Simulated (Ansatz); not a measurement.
Isolated molecules relaxed with PBE0-D4/def2-TZVP in Ansatz; ΔE leaves out vibrations. CCSD(T)/CBS is the MP2 limit (def2-TZVPP, def2-QZVPP) plus CCSD(T) − MP2 in def2-TZVPP, frozen cores. This one scheme is used for every species. DFT in def2-TZVPP. Each species was taken in one conformer, which may not be the lowest.

`O=CN[SiH3]` + `[SiH3]OBCl` → `[SiH3][SiH2]OBCl` + `NC=O`  (formal exchange of groups at the Si–N bond)

(1) Is it downhill or uphill in electronic energy at CCSD(T)/CBS, and by how much? (An estimate is asked.)

(2) What do these levels give: PBE-D4, PBE0-D4, ωB97X-V, ωB97M-V, B2PLYP, PBE, MP2/def2-TZVPP, CCSD/def2-TZVPP, MP2/def2-QZVPP, SCS-MP2/def2-QZVPP, HF/CBS(def2), CCSD/CBS(def2)? (Best estimate.)

Largest T1 diagnostic among the species: 0.016.

## Answers

(1) Ansatz gave: Uphill: ΔE = +14.4 kcal/mol.

(2) The calculation gave: PBE-D4 8.2, PBE0-D4 9.6, ωB97X-V 12.9, ωB97M-V 14.4, B2PLYP 14.2, PBE 8.1, MP2/def2-TZVPP 16.2, CCSD/def2-TZVPP 14.6, MP2/def2-QZVPP 16.4, SCS-MP2/def2-QZVPP 16.9, HF/CBS(def2) 17.6, CCSD/CBS(def2) 14.7 kcal/mol.

From PBE to PBE0 (25 % exact exchange), in def2-TZVPP and without D4, ΔE moves by +1.5 kcal/mol. In def2-TZVPP, CCSD(T) changes the Hartree–Fock value by −2.9 kcal/mol (the triples alone add −0.3 kcal/mol) and MP2 by −1.0 kcal/mol.
